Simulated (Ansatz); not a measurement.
Correlation energies of `C#C[SiH2]C=O` by basis set

```xyz
9

C     0.8379    1.8068   -1.4560
C     0.6822    0.7668   -0.8650
Si    0.3771   -0.7683    0.0639
C    -1.1999   -0.5450    1.1556
O    -1.5956   -1.4508    1.8423
H     0.9817    2.7232   -1.9819
H     0.1396   -1.8970   -0.8666
H     1.5203   -1.0646    0.9594
H    -1.7432    0.4289    1.1482
```

Charge 0, multiplicity 1. All single points use the PBE0-D4/def2-TZVP geometry. It is one conformer, not always the lowest. Frozen core, restricted reference, Ansatz. CBS rows extrapolate triple and quadruple zeta; past MP2 they add the triple-zeta difference.

| basis | HF (Eh) | MP2 corr. | CCSD corr. | (T) | CCSD(T) total |
| --- | --- | --- | --- | --- | --- |
| def2-SVP | -479.40752 | -0.64857 | -0.68771 | -0.02599 | -480.12122 |
| def2-TZVPP | -479.73720 | -0.79953 | -0.82932 | -0.03976 | -480.60628 |
| def2-QZVPP | -479.75446 | -0.85632 | – | – | – |
| CBS(def2) | -479.75684 | -0.89839 | -0.92818 | as TZ | -480.72478 |
